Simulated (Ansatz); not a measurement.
Stretching the B1–F2 bond in BF2HO (SMILES OB(F)F) (multiplicity 1 held, fragments rigid). Energies count from the point at 1.332 Å.
Geometry at that point (charge 0, multiplicity 1):
```tsv
atom	x (Å)	y (Å)	z (Å)
B	-0.0113	-0.0068	0.0179
F	1.2864	-0.2142	-0.2017
F	-0.5387	-0.4735	1.1364
O	-0.7928	0.6575	-0.8572
H	-0.3300	0.9629	-1.6442
```

Restricted levels (R-, RO-) in cc, def2 and unpolarised 6-31G sets keep to the state of the molecule at rest. Unrestricted levels (U-) break spin symmetry where that is lower. Curves can end on different states.

Correlated levels freeze the cores.

The values were computed with Ansatz (a program for electronic structure). 

Energies in kcal/mol.

```
R (Å)  R-HF/cc-pVDZ  U-MP2/cc-pVDZ  R-SCS-MP2/cc-pVDZ  R-CCSD(T)/cc-pVDZ  U-CCSD(T)/cc-pVDZ
-----  ------------  -------------  -----------------  -----------------  -----------------
1.066          62.1           69.7               69.6               69.4               69.4
1.199          10.6           14.1               14.1               14.0               14.0
1.332           0.0            0.0                0.0                0.0                0.0
1.466           8.4            5.4                5.3                5.4                5.4
1.599          25.3           19.7               19.6               19.8               19.8
1.799          56.1           47.0               46.7               47.0               47.0
1.999          86.6           74.7               74.1               74.1               74.1
2.332         130.4          138.3              113.3              111.6              113.6
2.665         164.6          157.9              143.0              136.1              141.3
3.064         196.4          164.9              168.5              144.5              156.8
3.597         227.0          167.4              187.6              105.7              161.0
4.264         250.9          168.0              190.0               27.2              161.9
```

Doubts at one or more of the structures used: a restricted determinant that unrestricted orbitals would lower (R-HF/cc-pVDZ, R-SCS-MP2/cc-pVDZ, R-CCSD(T)/cc-pVDZ); a spin-contaminated determinant (U-MP2/cc-pVDZ, U-CCSD(T)/cc-pVDZ); other coupled-cluster roots lie near (R-CCSD(T)/cc-pVDZ); T1 above 0.05 (R-CCSD(T)/cc-pVDZ, U-CCSD(T)/cc-pVDZ).
